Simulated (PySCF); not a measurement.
SMILES COB(O)[SiH3] (CH7BO2Si) (PBE0/def2-SVP optimised geometry):

```
12

B     -0.944    -0.525     0.000
O     -1.648    -1.687    -0.002
H     -1.089    -2.468     0.000
O     -1.689     0.604     0.000
C     -1.188     1.907    -0.014
H     -1.501     2.419    -0.937
H     -1.593     2.468     0.843
H     -0.085     1.944     0.043
Si     1.111    -0.525     0.000
H      1.689     0.163     1.200
H      1.682     0.152    -1.210
H      1.618    -1.937     0.005
```

Calculation: PBE0/def2-TZVP run with PySCF.

What are the frontier orbital energies and the dipole moment?

HOMO-2 -9.66 eV, HOMO-1 -8.68 eV, HOMO -7.96 eV, LUMO -0.30 eV, LUMO+1 0.64 eV; dipole moment 1.10 D.

Meta-Löwdin charges at PBE0/def2-TZVP: B1 0.27, O2 -0.50, H3 0.36, O4 -0.35, C5 -0.11, H6 0.12, H7 0.12, H8 0.10, Si9 0.22, H10 -0.07, H11 -0.07, H12 -0.08.
